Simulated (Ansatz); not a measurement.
Species: HgBr (charge +1, singlet). 
Coordinates optimised at B3LYP-D3(BJ)/def2-TZVP (Ansatz, a quantum-chemistry and plane-wave program):
```
Hg
Br 1 2.4102
```
Charge +1, spin multiplicity 1.

Basis-set convergence of Hartree-Fock and MP2 correlation energies (hartree) with Ansatz. Valence correlation only, unless marked. Spin-orbit coupling is left out. The frozen core is the preceding noble-gas configuration, with the filled d and f shells of earlier blocks. Past Kr the def2 sets carry scalar-relativistic core potentials.

The T1 diagnostic of CCSD in the largest basis is 0.026, which is high, so the coupled-cluster rows are less sure than usual.

```csv
basis,functions,E(HF),"E(corr, MP2)"
def2-SVP,64,-2724.33279,-0.38281
def2-TZVPP,107,-2724.65939,-0.55289
def2-QZVPP,177,-2724.71010,-0.59259
```

Extrapolating the two largest sets (X = 3 and 4) as X^-3: E(corr) = (64·(-0.59259) - 27·(-0.55289))/37 = -0.6216 Eh, an estimate of the basis-set limit. The largest set recovers 95.3 % of it, the smallest 61.6 %.
